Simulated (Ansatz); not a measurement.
Mg₈O₈ (started as a model of: 2x2x4 MgO rock-salt block). Total charge 0; triplet. Geometry r2SCAN-D4/def2-SVP, that of the neutral singlet.

```xyz
16

Mg    1.7004   -1.0644    2.4476
O     0.4764    0.2433    1.7265
Mg   -0.7338    1.4040    0.7593
O    -1.9661    2.6072   -0.1846
O     0.7379   -2.6293    1.7998
Mg   -0.5168   -1.4265    0.8855
O    -1.7877   -0.2669   -0.0020
Mg   -2.8269    1.0441   -0.9660
O     2.9572   -1.0152    0.9600
Mg    1.7430    0.2171    0.0303
O     0.5817    1.4564   -0.8986
Mg   -0.7913    2.5247   -1.7363
Mg    1.9179   -2.5043    0.2547
O     0.7296   -1.4327   -0.8259
Mg   -0.4924   -0.1946   -1.6750
O    -1.7290    1.0374   -2.5752
```

At PBE-D4/def2-SVP the gap within one spin of the charge 0 triplet nearly closes, so an electron or hole may be smeared out by delocalisation error. At PBE0-D4/def2-SVP a singlet of charge 0 lies 3.36 eV below the triplet at the same geometry.

(1) Estimate the α-spin orbital energies around the gap (eV) in Ansatz with PBE-D4/def2-SVP, PBE0-D4/def2-SVP.

Results:

(1) 
```tsv
orbital	PBE-D4/def2-SVP	PBE0-D4/def2-SVP
HOMO−5	-6.19	-7.33
HOMO−4	-6.18	-6.95
HOMO−3	-6.02	-6.92
HOMO−2	-5.99	-6.92
HOMO−1	-5.89	-6.39
HOMO	-2.89	-3.23
LUMO	-2.56	-1.78
LUMO+1	-2.07	-1.66
LUMO+2	-2.07	-0.97
LUMO+3	-0.97	-0.31
LUMO+4	-0.68	-0.24
LUMO+5	-0.68	0.14
β HOMO	-5.59	-6.39
β LUMO	-5.59	-5.41
```
